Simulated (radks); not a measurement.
The numbers below are computed, except where a source is named.
Charge is removed step by step from the 5s up level of neutral silver, starting from [Kr] 4d10 5s(up 1, down 0). Code: a radial shooting solver on a logarithmic mesh with Libxc functionals. Model: scalar-relativistic Kohn-Sham, PBE, spin-polarised, spherical densities, finite nucleus; Fermi nuclear charge, rms radius 4.5454 fm.

removed (e)  E - E(0) (eV)  eigenvalue (eV)  E minus straight line (eV)
0                    0.000           -4.734                       0.000
0.25                 1.377           -6.297                      -0.609
0.5                  3.152           -7.915                      -0.821
0.75                 5.338           -9.584                      -0.622
1                    7.946          -11.285                       0.000

Removing the whole electron costs 7.946 eV by Delta-SCF, against 4.734 eV from minus the eigenvalue at the starting occupation. Slater's transition state (half an electron removed) gives 7.915 eV. Integrating minus the eigenvalue over the occupation (Janak's theorem) gives 7.948 eV. In this scalar-relativistic scheme the density is built from large components alone, so the theorem holds only approximately. The mean slope of the eigenvalue, de/dn, is 6.55 eV per electron. Ionisation energy of Ag in the NIST Atomic Spectra Database: 7.576 eV (measured).
